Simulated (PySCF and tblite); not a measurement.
The numbers below are computed, except where a source is named.
C₈H₁₀N₂, numbered as in [CH3:1][C:2]([CH3:3])([CH3:4])/[C:5]([C:6]#[N:7])=[CH:8]/[C:9]#[N:10].

Level: PBE0-D3(BJ)/pcSseg-1//GFN2-xTB, thermal terms from GFN2-xTB, symmetry numbers and mirror pairs counted. Conformers within 2.5 kcal/mol (GFN2-xTB free energy) were kept, 3 at most. Run with PySCF (density fitting) and tblite.

Rotational constants are equilibrium values for the commonest isotopes; dipoles come from the energy level named.

Torsions listed: C1–C2–C5–C8.

```json
{"conformer": "1", "shape": "121°", "symmetry": "Cs"}
{"conformer": "2", "shape": "-60°", "symmetry": "Cs"}
```

Give the rotational constants and dipole components, as needed to look for these species in a jet-cooled rotational spectrum.


```json
{"conformer": "1", "A (MHz)": "2079", "B (MHz)": "965", "C (MHz)": "770", "abs μa (D)": "5.59", "abs μb (D)": "3.48", "abs μc (D)": "0.00", "κ": "-0.70", "Ic−Ia−Ib (u Å²)": "-110.5"}
{"conformer": "2", "A (MHz)": "2059", "B (MHz)": "964", "C (MHz)": "767", "abs μa (D)": "5.63", "abs μb (D)": "3.42", "abs μc (D)": "0.00", "κ": "-0.69", "Ic−Ia−Ib (u Å²)": "-110.9"}
```

Which type of transition is strongest for conformer 1?

a-type, since that component is clearly the largest; the top is asymmetric (κ = -0.70).
